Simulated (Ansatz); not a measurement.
The same ligand exchange along the group F, Cl, Br, I.

Gas-phase electronic energies from Ansatz, PBE0-D4/def2-TZVP geometries. CCSD(T)/CBS adds triple-zeta CCSD(T) − MP2 to the extrapolated MP2 energy (def2 sets, frozen cores). This one scheme is used for every species. For Br, Ge outer-core shells are correlated without core-valence functions, which leaves a few kJ/mol of doubt a bond. Scalar relativity is left out up to krypton. Each species was taken in one conformer, which may not be the lowest.

Task: Order these by ΔE at CCSD(T)/CBS, lowest first. (Best estimate.)
A. `[F][GeH3]` + `NBS` → `NB[S][GeH3]` + H–F
B. `[GeH3][Br]` + `NBS` → `NB[S][GeH3]` + HBr
C. `[Cl][GeH3]` + `NBS` → `NB[S][GeH3]` + HCl

Result: A (+2.4 kJ/mol), C (+22.9 kJ/mol), B (+32.8 kJ/mol).

Largest T1 diagnostic: 0.012, for `NBS`.
